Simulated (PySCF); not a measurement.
Job file and geometry (Å, from GFN2-xTB) of an NMR shielding run on SMILES c1c(C(=C(F)F)F)ccc(S)c1, C8H5F3S, PySCF, GIAO PBE0/pcSseg-1 NMR shielding, non-relativistic, gas phase; density fitting, a coarse starting grid and PySCF grid level 2 are the driver's defaults:

```
$ OMP_NUM_THREADS=1 python probes_run.py task.json out

{"job": {"kind": "nmr", "xc": "PBE0", "basis": "pcSseg-1"}, "charge": 0, "multiplicity": 1}
F      4.261199     1.003043    -0.114501
C      2.935553     1.031667    -0.094242
F      2.501198     2.264965    -0.323847
C      2.166211    -0.039377     0.127228
F      2.842329    -1.191295     0.340693
C      0.715601    -0.145618     0.172875
C      0.141832    -1.387964     0.464088
C     -1.225992    -1.536956     0.516731
C     -2.056183    -0.444357     0.283402
S     -3.798045    -0.683922     0.365394
C     -1.495789     0.795574    -0.005721
C     -0.126238     0.944121    -0.063578
H      0.777953    -2.239418     0.649571
H     -1.661854    -2.498606     0.739559
H     -4.133839     0.576021     0.088451
H     -2.130678     1.650121    -0.188683
H      0.279742     1.914030    -0.295031
```

**Question.** Write the output of this run.

**Answer.** 
```
coarse grid: 16672 points
cycle   1  E = -1004.4665573536  dE =  2.311e+00  |g| = 7.911e-01  |ddm| = 4.468e+00
cycle   2  E = -1004.3009416525  dE =  1.656e-01  |g| = 1.253e+00  |ddm| = 1.651e+00
cycle   3  E = -1004.5853488500  dE = -2.844e-01  |g| = 1.014e-01  |ddm| = 1.055e+00
cycle   4  E = -1004.5864971271  dE = -1.148e-03  |g| = 7.486e-02  |ddm| = 1.776e-01
cycle   5  E = -1004.5877301478  dE = -1.233e-03  |g| = 1.543e-02  |ddm| = 8.409e-02
cycle   6  E = -1004.5877830664  dE = -5.292e-05  |g| = 5.847e-03  |ddm| = 2.264e-02
cycle   7  E = -1004.5877915770  dE = -8.511e-06  |g| = 1.817e-03  |ddm| = 8.086e-03
final grid: 163088 points
cycle   8  E = -1004.6790874811  dE = -5.056e-05  |g| = 9.199e-03  |ddm| = 7.012e-02
cycle   9  E = -1004.6790708282  dE =  1.665e-05  |g| = 1.265e-02  |ddm| = 2.528e-02
cycle  10  E = -1004.6791077019  dE = -3.687e-05  |g| = 1.243e-03  |ddm| = 1.480e-02
cycle  11  E = -1004.6791079993  dE = -2.974e-07  |g| = 5.105e-04  |ddm| = 1.868e-03
cycle  12  E = -1004.6791080683  dE = -6.899e-08  |g| = 1.668e-04  |ddm| = 6.914e-04
cycle  13  E = -1004.6791080734  dE = -5.121e-09  |g| = 4.411e-05  |ddm| = 1.640e-04
cycle  14  E = -1004.6791080738  dE = -3.915e-10  |g| = 1.258e-05  |ddm| = 5.126e-05
converged SCF energy = -1004.6791080738

GIAO shielding tensors (ppm)
atom      isotropic    diamagn.    paramagn.     s11        s22        s33       span
  0 F      270.231     466.816    -196.585    263.607    266.912    280.174     16.567
  1 C       17.177     250.952    -233.776    -32.906     30.046     54.390     87.296
  2 F      286.611     477.169    -190.558    261.033    290.608    308.193     47.159
  3 C       47.889     246.034    -198.144     16.450     43.639     83.578     67.129
  4 F      372.564     472.412     -99.848    316.792    386.604    414.295     97.503
  5 C       58.815     261.577    -202.762    -31.680     39.433    168.692    200.372
  6 C       57.790     249.188    -191.398    -45.698     36.696    182.371    228.070
  7 C       56.548     251.054    -194.506    -48.051     47.150    170.545    218.596
  8 C       42.921     263.267    -220.346    -48.030     21.679    155.116    203.146
  9 S      500.543    1053.045    -552.502    314.719    394.439    792.471    477.753
 10 C       54.513     253.106    -198.592    -46.784     58.052    152.272    199.057
 11 C       57.050     251.760    -194.711    -39.672     34.844    175.977    215.648
 12 H       23.965      31.534      -7.569     19.055     23.366     29.473     10.418
 13 H       24.224      30.682      -6.458     19.873     23.688     29.112      9.239
 14 H       27.948      28.635      -0.687     20.907     27.271     35.666     14.759
 15 H       24.412      33.457      -9.045     19.939     23.917     29.379      9.441
 16 H       24.064      33.518      -9.454     18.371     23.405     30.416     12.045
```

**Question.** Turn these shieldings into chemical shifts. δ = σ(ref) − σ, references computed at the same level: $^{19}$F (170.95 ppm) against CFCl3; TMS for $^{13}$C (186.93 ppm), $^{1}$H (31.72 ppm); CS2 for $^{33}$S (503.73 ppm).

**Answer.** Averaging equivalent atoms: F 0: -99.3; F 2: -115.7; F 4: -201.6; C 1: 169.7; C 8: 144.0; C 3: 139.0; C 7/10: 131.4; C 6/11: 129.5; C 5: 128.1; S 9: 3; H 12/16: 7.70; H 13/15: 7.40; H 14: 3.77 ppm. Unscaled 19F shifts against computed CFCl3 carry errors that often reach 10 to 50 ppm.

Size and cost of the density-fitted run: 236 basis functions, 55 s wall time on 1 thread of an Arm Neoverse V2, shared host; peak memory 1.1 GiB.
